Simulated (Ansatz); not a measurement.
Computed with Ansatz on PBE0-D4/def2-TZVP structures; ΔE is electronic, products minus reactants. CCSD(T)/CBS adds triple-zeta CCSD(T) − MP2 to the extrapolated MP2 energy (def2 sets, frozen cores). This one scheme is used for every species. DFT in def2-TZVPP. B3LYP here is the variant with VWN-RPA as its local correlation; programs differ in this. HSE06 is defined as in plane-wave codes. One conformer a species, not always the lowest.

`O[SiH](Cl)[SiH2]Cl` + H₂ → `O[SiH2][SiH2]Cl` + HCl  (hydrogenolysis of the Si–Cl bond)

```
             level  ΔE (kcal/mol)  difference from CCSD(T)/CBS
            PBE-D4           22.1                          0.4
         revPBE-D4           22.9                          1.2
           BLYP-D4           22.3                          0.6
         r2SCAN-D4           23.0                          1.3
            B97M-V           21.6                         -0.1
          B3LYP-D4           21.8                          0.1
        r2SCANh-D4           22.8                          1.1
        r2SCAN0-D4           22.4                          0.7
          HSE06-D4           21.6                         -0.1
          BHLYP-D4           21.5                         -0.2
      CAM-B3LYP-D4           20.8                         -0.9
           ωB97X-V           21.3                         -0.4
           ωB97M-V           22.0                          0.3
            B2PLYP           20.7                         -1.0
          PBE-QIDH           21.4                         -0.3
               PBE           20.6                         -1.1
            revPBE           20.0                         -1.7
              BLYP           19.4                         -2.3
            r2SCAN           22.7                          1.0
              PBE0           20.3                         -1.4
             B3LYP           19.4                         -2.3
           r2SCANh           22.4                          0.7
           r2SCAN0           22.0                          0.3
             HSE06           20.3                         -1.4
             BHLYP           19.3                         -2.4
         CAM-B3LYP           19.4                         -2.3
RPA@PBE/def2-TZVPP           18.9                         -2.8
       HF/def2-SVP           15.9                         -5.8
      MP2/def2-SVP           19.8                         -1.9
  CCSD(T)/def2-SVP           17.7                         -4.0
     HF/def2-TZVPP           17.8                         -3.9
    MP2/def2-TZVPP           22.8                          1.1
SCS-MP2/def2-TZVPP           21.1                         -0.6
   CCSD/def2-TZVPP           19.3                         -2.4
CCSD(T)/def2-TZVPP           20.3                         -1.4
     HF/def2-QZVPP           17.8                         -3.9
    MP2/def2-QZVPP           23.7                          2.0
      HF/CBS(def2)           17.8                         -3.9
     MP2/CBS(def2)           24.3                          2.6
    CCSD/CBS(def2)           20.7                         -1.0
       CCSD(T)/CBS           21.7                            0
```

**Question.** What do rigid-rotor, harmonic-oscillator terms from PBE0-D4/def2-TZVP frequencies (298.15 K, 1 bar) make of the CCSD(T)/CBS value? (An estimate is asked.)

**Answer.** The calculation gave: ΔZPE = +1.7 kcal/mol, ΔH = +22.8 kcal/mol, ΔS = 26 J/(mol·K), ΔG = +20.9 kcal/mol. Modes under 50 cm⁻¹ make the entropy rough.

Largest T1 diagnostic among the species: 0.011.

At CCSD(T), def2-SVP lies −4.1 kcal/mol from the extrapolated value and def2-TZVPP −1.4 kcal/mol. The D4 term adds +2.4 kcal/mol with B3LYP and +1.3 kcal/mol with PBE0; it sums over pairs of atoms, weighted by their polarisabilities, and B3LYP, whose exchange is more repulsive, gets the larger term. Leaving LDA and LC-ωPBE aside and taking each functional with its dispersion term where it has one, the values spread over 2.3 kcal/mol, from B2PLYP to r2SCAN-D4.

CCSD(T)/CBS has its own doubt, a few kJ/mol and more with outer-core shells, so smaller differences from it don't rank the levels.
